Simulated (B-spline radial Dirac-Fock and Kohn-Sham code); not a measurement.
**Electron momentum distribution of Re⁺: Compton profiles**

System: rhenium as Re⁺, configuration [Xe] 4f14 5d4 6s1 6p1 (an excited configuration).

Model: the impulse approximation on configuration-average Dirac-Fock orbitals. Program: a radial atomic solver. pz is in atomic units of momentum; subshell profiles are per electron, for a selection of subshells; open shells are spread over both j values by their weights.

| pz | J total | J 5p1/2 | J 5d3/2 | J 5d5/2 | J 6p3/2 |
| --- | --- | --- | --- | --- | --- |
| 0 | 9.778 | 0.273 | 0.300 | 0.310 | 0.949 |
| 0.1 | 9.696 | 0.273 | 0.300 | 0.310 | 0.946 |
| 0.2 | 9.451 | 0.272 | 0.300 | 0.310 | 0.910 |
| 0.3 | 9.068 | 0.272 | 0.300 | 0.310 | 0.801 |
| 0.4 | 8.612 | 0.271 | 0.300 | 0.309 | 0.626 |
| 0.5 | 8.165 | 0.268 | 0.298 | 0.307 | 0.432 |
| 0.6 | 7.777 | 0.265 | 0.294 | 0.302 | 0.267 |
| 0.8 | 7.187 | 0.251 | 0.278 | 0.283 | 0.0799 |
| 1 | 6.699 | 0.229 | 0.249 | 0.251 | 0.0272 |
| 1.2 | 6.200 | 0.201 | 0.211 | 0.210 | 0.0201 |
| 1.4 | 5.690 | 0.168 | 0.171 | 0.168 | 0.0197 |
| 1.6 | 5.210 | 0.135 | 0.133 | 0.128 | 0.0177 |
| 1.8 | 4.789 | 0.104 | 0.0996 | 0.0944 | 0.0141 |
| 2 | 4.439 | 0.0779 | 0.0726 | 0.0677 | 0.0103 |
| 2.5 | 3.838 | 0.0339 | 0.0300 | 0.0269 | 0.00375 |
| 3 | 3.465 | 0.0162 | 0.0118 | 0.0103 | 0.00141 |
| 4 | 2.865 | 0.0114 | 0.00377 | 0.00367 | 0.000905 |
| 5 | 2.277 | 0.00983 | 0.00354 | 0.00350 | 0.000727 |
| 7 | 1.398 | 0.00303 | 0.00202 | 0.00186 | 0.000181 |
| 10 | 0.7903 | 0.000908 | 0.000383 | 0.000340 | 7.06e-05 |
| 15 | 0.3900 | 0.000512 | 0.000181 | 0.000179 | 3.01e-05 |
| 20 | 0.2150 | 0.000113 | 0.000125 | 0.000117 | 6.26e-06 |
| 30 | 0.08155 | 5.11e-05 | 2.62e-05 | 2.27e-05 | 4.07e-06 |
| 40 | 0.03765 | 3.34e-05 | 5.02e-06 | 4.09e-06 | 2.12e-06 |
| 60 | 0.01182 | 7.64e-06 | < 1e-6 | < 1e-6 | < 1e-6 |
| 100 | 0.002357 | < 1e-6 | < 1e-6 | < 1e-6 | < 1e-6 |

J(0) = 9.778. The 6s1/2 subshell gives the largest part, 12 %.

Mean momentum ⟨p⟩ by subshell (a.u.): 1s1/2 78.6, 2s1/2 28.1, 2p1/2 37.0, 2p3/2 32.6, 3s1/2 14.2, 3p1/2 16.9, 3p3/2 15.6, 3d3/2 18.7, 3d5/2 18.3, 4s1/2 7.23, 4p1/2 8.12, 4p3/2 7.55, 4d3/2 8.29, 4d5/2 8.09, 4f5/2 8.05, 4f7/2 7.94, 5s1/2 2.90, 5p1/2 3.04, 5p3/2 2.78, 5d3/2 2.33, 5d5/2 2.25, 6s1/2 0.919, 6p1/2 0.844, 6p3/2 0.784.

Values without a named source are computed, but for edge energies of neutral atoms, which are taken from tables.
